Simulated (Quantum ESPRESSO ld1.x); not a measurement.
The numbers below are computed, except where a source is named.
Ta XV, 59 electrons, occupied as [Kr] 4d10 4f11 5s2. Code: ld1.x of Quantum ESPRESSO 7.5. Model: scalar-relativistic Kohn-Sham, LDA (Slater exchange, Perdew-Zunger correlation), spin-polarised, spherical densities, point nucleus; open shells are filled with parallel spins first.

Normalised radial functions P(r) = r R(r), r in bohr:

r	5s up	5s down	4f down
0.001026	0.0756	0.0753	0.0000
0.001335	0.0921	0.0917	0.0000
0.001739	0.1113	0.1108	0.0000
0.002283	0.1336	0.1330	0.0000
0.002972	0.1572	0.1565	0.0000
0.00387	0.1812	0.1804	0.0000
0.005039	0.2031	0.2022	0.0000
0.006615	0.2190	0.2180	0.0000
0.008613	0.2215	0.2205	0.0000
0.01122	0.2030	0.2022	0.0001
0.0146	0.1545	0.1538	0.0003
0.01902	0.0688	0.0685	0.0009
0.02496	-0.0573	-0.0571	0.0023
0.0325	-0.1986	-0.1977	0.0058
0.04232	-0.3155	-0.3141	0.0140
0.05511	-0.3426	-0.3411	0.0323
0.07233	-0.2106	-0.2097	0.0729
0.09419	0.0739	0.0736	0.1504
0.1226	0.3876	0.3860	0.2877
0.1597	0.4923	0.4901	0.5027
0.2096	0.1877	0.1867	0.7988
0.273	-0.3781	-0.3766	1.1042
0.3554	-0.7226	-0.7199	1.3255
0.4628	-0.4138	-0.4137	1.3632
0.6075	0.4433	0.4387	1.1826
0.791	1.1393	1.1343	0.8579
1.03	1.1877	1.1882	0.4975
1.341	0.7173	0.7221	0.2132
1.76	0.2384	0.2419	0.0576
2.292	0.0420	0.0430	0.0091
2.985	0.0033	0.0034	0.0007

5s up: eigenvalue -324.47 eV, 4 radial nodes at r = 0.0222, 0.0887, 0.230, 0.533 bohr, <r> = 0.958 bohr, 90 % of the charge inside 1.34 bohr. 5s down: eigenvalue -322.87 eV, 4 radial nodes at r = 0.0222, 0.0887, 0.230, 0.533 bohr, <r> = 0.961 bohr, 90 % of the charge inside 1.35 bohr. 4f down: eigenvalue -307.15 eV, 0 radial nodes, <r> = 0.553 bohr, 90 % of the charge inside 0.879 bohr.
